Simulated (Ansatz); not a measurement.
Geometry optimisation, RKS BLYP-D4/STO-3G in Ansatz 0.2.0.

input.yaml

```yaml
crystal:
  periodic: [false, false, false]
  atoms:
    - { symbol: Si, position_ang: [0.0, 0.0, 0.0] }
    - { symbol: O, position_ang: [0.0, 0.0, 1.68] }
    - { symbol: C, position_ang: [-1.1112, -0.3437, 2.4945] }
    - { symbol: H, position_ang: [-1.814, -0.9775, 1.9143] }
    - { symbol: H, position_ang: [-0.7584, -0.9037, 3.3856] }
    - { symbol: H, position_ang: [-1.6313, 0.5809, 2.8212] }
    - { symbol: F, position_ang: [1.4994, 0.0, -0.5295] }
    - { symbol: O, position_ang: [-0.7913, 1.3709, -0.5594] }
    - { symbol: Si, position_ang: [-2.4002, 1.4263, -1.0396] }
    - { symbol: H, position_ang: [-3.2124, 0.6421, -0.1138] }
    - { symbol: H, position_ang: [-2.862, 2.8114, -1.0378] }
    - { symbol: H, position_ang: [-2.5267, 0.8736, -2.385] }
    - { symbol: F, position_ang: [-0.7489, -1.2974, -0.5295] }
basis:
  gaussian: { orbitals: STO-3G }
hamiltonian:
  xc: blyp
  dispersion: d4
relax:
  f_tol: 0.02
  max_steps: 40
```

Command:

```bash
$ ansatz run input.yaml --threads 1 --pin off --max-ram 2048MiB --backend cpu --events-out ev --progress --plain --runs-dir out
```

Where does it end, and by what steps?

The forces met the threshold. The force dipped under the threshold on the way, but the program's further checks kept it going. Limits of this set-up: minimal basis. After 14 steps the energy has fallen by 0.473 eV; O2 moved furthest, 0.48 Å.

```csv
step,energy less start (eV),largest force component (eV/Å),accepted
0,0.0000,2.797,yes
1,-0.2781,1.158,yes
2,-0.4038,0.549,yes
3,-0.4302,0.187,yes
4,-0.4503,0.283,yes
5,-0.4391,0.339,no
6,-0.4595,0.064,yes
7,-0.4633,0.019,yes
8,-0.4650,0.142,yes
9,-0.4678,0.071,yes
10,-0.4697,0.027,yes
11,-0.4713,0.075,yes
12,-0.4720,0.083,yes
13,-0.4725,0.051,yes
14,-0.4728,0.020,yes
```

```xyz
13
Properties=species:S:1:pos:R:3
Si -0.070 -0.045 0.028
O 0.219 -0.429 1.695
C -1.039 -0.332 2.481
H -1.808 -1.096 2.187
H -0.771 -0.518 3.548
H -1.525 0.678 2.421
F 1.434 0.078 -0.616
O -0.915 1.428 -0.144
Si -2.407 1.391 -1.000
H -3.398 0.511 -0.378
H -2.906 2.758 -0.963
H -2.255 0.983 -2.398
F -0.916 -1.226 -0.759
```

Time of the run: 53 s on 1 thread of Arm Neoverse V2, with other jobs on the host, peak memory 0.16 GiB.
